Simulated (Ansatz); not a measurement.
Reaction (ligand exchange at a B–S bond): `CB(O)S` + CH₃NH₂ → `CNB(C)O` + H₂S

Isolated molecules relaxed with PBE0-D4/def2-TZVP in Ansatz; ΔE leaves out vibrations. CCSD(T)/CBS is the MP2 limit (def2-TZVPP, def2-QZVPP) plus CCSD(T) − MP2 in def2-TZVPP, frozen cores. This one scheme is used for every species. Functionals use def2-TZVPP. B3LYP here is the variant with VWN-RPA as its local correlation; programs differ in this. Each species was taken in one conformer, which may not be the lowest.

```csv
level,ΔE (eV)
r2SCAN-D4,-0.37
B3LYP-D4,-0.43
ωB97X-V,-0.40
ωB97M-V,-0.42
PBE,-0.34
B3LYP,-0.42
CCSD(T)/def2-TZVPP,-0.42
SCS-MP2/def2-QZVPP,-0.40
```

**Question.** What does CCSD(T)/CBS give? (Estimate.)

**Answer.** Computed: -0.41 eV. The listed levels differ from it by 0.04, -0.02, 0.01, -0.01, 0.07, -0.01, -0.01, 0.01 eV.

Largest T1 diagnostic among the species: 0.012.
